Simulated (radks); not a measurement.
Values are calculated unless marked as measured or tabulated.
Problem. All-electron atom: the dysprosium ion Dy38+ in [Ar] 3d10. Level of theory: Dirac Kohn-Sham, BLYP, spin-unpolarised, spherical densities, finite nucleus; Fermi nuclear charge, rms radius 5.2218 fm (a radial shooting solver on a logarithmic mesh with Libxc functionals). Some entries of the table are withheld. Estimate them.

orbital  occ.  eigenvalue (eV)  <r> (bohr)  <1/r> (bohr^-1)
1s1/2       2        -55280.39         (1)            74.56
2s1/2       2        -10561.62     0.08902            17.90
2p1/2       2              (2)     0.07417            17.88
2p3/2       4              (3)     0.08119            15.66
3s1/2       2        -3534.905      0.2297            6.670
3p1/2       2              (4)         (5)            6.590
3p3/2       4              (6)         (7)            6.028
3d3/2       4        -2867.468      0.2030            5.908
3d5/2       6        -2828.525      0.2069            5.769

Solution. 
(1) 1s1/2 <r> (bohr): 0.02111
(2) 2p1/2 eigenvalue (eV): -10135.60
(3) 2p3/2 eigenvalue (eV): -9330.694
(4) 3p1/2 eigenvalue (eV): -3351.485
(5) 3p1/2 <r> (bohr): 0.2188
(6) 3p3/2 eigenvalue (eV): -3176.640
(7) 3p3/2 <r> (bohr): 0.2312
